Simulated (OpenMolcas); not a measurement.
A calculation on W³⁺.

| Quantity | Value |
| --- | --- |
| Program | OpenMolcas |
| Method | SS-CASPT2, IPEA 0.25 Eh, imaginary shift 0.1 Eh (closed shells correlated: 5s 5p) |
| Basis | ANO-RCC-VTZP [8s7p5d3f2g1h] |
| Scalar Hamiltonian | DKH2, point nucleus |
| Active space | 3 electrons in 10 orbitals (5d 6d) |
| State averaging | 2S+1 = 4 even, 10 roots; 2S+1 = 2 even, 40 roots |
| Spin-orbit coupling | state interaction with AMFI integrals over the reference wave functions, term energies averaged over their components |

(1) Which level of the active space comes out lowest?

(2) How high does 5d3 4P 5/2 lie?

(3) How high does 5d3 4F 5/2 lie?

(4) How high does 5d3 2H 11/2 lie?

(5) The level at 10130 cm-1 has J = 3/2. What is it made of, and what is its g factor?

Measured values: the list in J. Phys. B 45, 035001 (2012).

Results:

(1) 5d3 4F 3/2, with 87 % of that term; it is also the measured ground level.

(2) 18160 cm-1 above the lowest level; measured 17190 cm-1 above the ground level, so the calculation is off by +6 %.

(3) 3670 cm-1 above the lowest level; measured 3537 cm-1 above the ground level, so the calculation is off by +4 %.

(4) 23780 cm-1 above the lowest level; measured 22223 cm-1 above the ground level, so the calculation is off by +7 %.

(5) 45 % 5d3 2P 3/2, 37 % 5d3 4P, 11 % 5d3 2D(1); g = 1.367, against 1.334 from Landé's formula for the pure leading term.

CASPT2 breaks the degeneracy within a term, and the mean is taken; among the terms shown or strongly mixed into the levels shown the widest spread is 250 cm-1 (5d3 4F). Over all roots computed the reference weight is 0.90 to 0.96; the roots of lowest weight are the least certain, and an intruder state may touch them. Active for correlation alone: 6d; no level in the range computed is led by a configuration that fills it, so any true level of that kind is missing. Computed and measured levels are paired by configuration, term and J; levels that our copy of the source lacks, or whose pairing is in doubt (as where it misses far off the trend of its configuration), stay unpaired and out of the deviations. Only configurations of the active space appear.

A number in round brackets counts repeated terms of one configuration in the order of the reference energies.
